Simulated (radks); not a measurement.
Values are calculated unless marked as measured or tabulated.
All-electron atom: W3+ in [Kr] 4d10 4f14 5s2 5p5 5d3 5f1 (not the ground configuration). Level of theory: non-relativistic Kohn-Sham, MS2 meta-GGA, spin-unpolarised, spherical densities, point nucleus; meta-GGA in the generalised Kohn-Sham scheme; relativity is left out, which matters for an element this heavy (a radial shooting solver on a logarithmic mesh with Libxc functionals).

Normalised radial functions P(r) = r R(r), r in bohr:

r,4p,5d
0.002037,0.0079,0.0000
0.002783,0.0144,0.0001
0.003802,0.0259,0.0001
0.005195,0.0458,0.0004
0.007097,0.0797,0.0009
0.009695,0.1347,0.0021
0.01324,0.2194,0.0048
0.01809,0.3388,0.0109
0.02472,0.4848,0.0238
0.03377,0.6182,0.0489
0.04614,0.6514,0.0930
0.06303,0.4607,0.1587
0.08611,-0.0271,0.2324
0.1176,-0.6587,0.2688
0.1607,-0.9598,0.1957
0.2196,-0.4421,-0.0249
0.2999,0.7272,-0.3009
0.4098,1.5932,-0.4033
0.5643,1.4548,-0.1592
0.7709,0.7461,0.3204
1.053,0.2169,0.7440
1.439,0.0324,0.8709
1.966,0.0021,0.6809
2.685,0.0000,0.3616
3.669,0.0000,0.1224
5.012,0.0000,0.0230
6.847,0.0000,0.0019
9.354,0.0000,0.0000
12.78,0.0000,0.0000

4p: eigenvalue -436.32 eV, 2 radial nodes at r = 0.0849, 0.249 bohr, <r> = 0.496 bohr, 90 % of the charge inside 0.720 bohr. 5d: eigenvalue -38.131 eV, 2 radial nodes at r = 0.213, 0.632 bohr, <r> = 1.64 bohr, 90 % of the charge inside 2.45 bohr.
